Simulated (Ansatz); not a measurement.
Geometry optimisation, RKS BHLYP-D4/6-31G in Ansatz.

Input:

```yaml
crystal:
  periodic: [false, false, false]
  atoms:
    - { symbol: B, position_ang: [0.0, 0.0, 0.0] }
    - { symbol: Cl, position_ang: [0.0, 0.0, 1.86] }
    - { symbol: "N", position_ang: [1.3423, 0.0, -0.775] }
    - { symbol: H, position_ang: [1.8089, -0.9179, -1.0268] }
    - { symbol: H, position_ang: [1.7937, 0.9179, -1.0532] }
    - { symbol: O, position_ang: [-1.2211, 0.0, -0.705] }
    - { symbol: H, position_ang: [-1.7308, -0.8467, -0.4965] }
basis:
  gaussian: { orbitals: "6-31G" }
hamiltonian:
  xc: { name: BHLYP }
  dispersion: d4
relax:
  f_tol: 0.02
  max_steps: 40
```

Launched with:

```bash
$ ansatz run input.yaml --threads 1 --pin off --max-ram 2048MiB --backend cpu --events-out ev --progress --plain --runs-dir out
```

Task: Where does it end, and by what steps?

Result: It converged. Limits of this set-up: no polarisation functions. After 9 steps the energy has fallen by 1.981 eV; H4 moved furthest, 0.95 Å.

| step | energy less start (eV) | largest force component (eV/Å) | accepted |
| --- | --- | --- | --- |
| 0 | 0.0000 | 2.431 | yes |
| 1 | -0.6336 | 2.516 | yes |
| 2 | -0.8714 | 2.574 | yes |
| 3 | -1.1797 | 1.698 | yes |
| 4 | -1.4806 | 1.441 | yes |
| 5 | -1.7167 | 1.243 | yes |
| 6 | -1.9330 | 0.440 | yes |
| 7 | -1.9811 | 0.073 | yes |
| 8 | -1.9805 | 0.177 | no |
| 9 | -1.9814 | 0.017 | yes |

```xyz
7
Properties=species:S:1:pos:R:3
B 0.080 -0.096 -0.101
Cl -0.103 0.540 1.615
N 1.306 0.015 -0.735
H 1.430 -0.323 -1.668
H 2.109 0.429 -0.310
O -0.992 -0.669 -0.719
H -1.838 -0.744 -0.278
```

Whether the end is a true minimum wasn't checked by a vibrational analysis.

Time of the run: 23 s on 1 thread of Intel(R) Xeon(R) Platinum 8375C CPU @ 2.90GHz (Ice Lake), with other jobs on the host, peak memory 0.15 GiB.
